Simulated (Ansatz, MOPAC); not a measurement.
Molecule: AlF2, net charge 1, singlet state. SMILES: [F][Al+][F]

Atoms: Al1, F2, F3. Bonds: Al1-F2, Al1-F3.

Bond lengths (Å) and angles (degrees) optimised at AM1 with MOPAC; MNDO with MOPAC; HF/STO-3G with Ansatz (a first-principles code); B3LYP/6-31G* with Ansatz, each started from the B3LYP-D3(BJ)/def2-TZVP structure (Ansatz) of the last column. A row stands for all coordinates that are equal there. 6-31G* holds six Cartesian d functions. No wavenumbers were computed at MNDO, HF/STO-3G, so these may be saddle points.

```json
[
 {"coordinate": "Al1-F2", "AM1": "1.543", "MNDO": "1.541", "HF/STO-3G": "1.587", "B3LYP/6-31G*": "1.601", "B3LYP-D3(BJ)/def2-TZVP": "1.592"},
 {"coordinate": "F2-Al1-F3", "AM1": "180.0", "MNDO": "180.0", "HF/STO-3G": "180.0", "B3LYP/6-31G*": "180.0", "B3LYP-D3(BJ)/def2-TZVP": "180.0"}
]
```

Mean signed difference of all 2 bond lengths from B3LYP-D3(BJ)/def2-TZVP: AM1 -0.049 Å, MNDO -0.050 Å, HF/STO-3G -0.005 Å, B3LYP/6-31G* 0.009 Å.
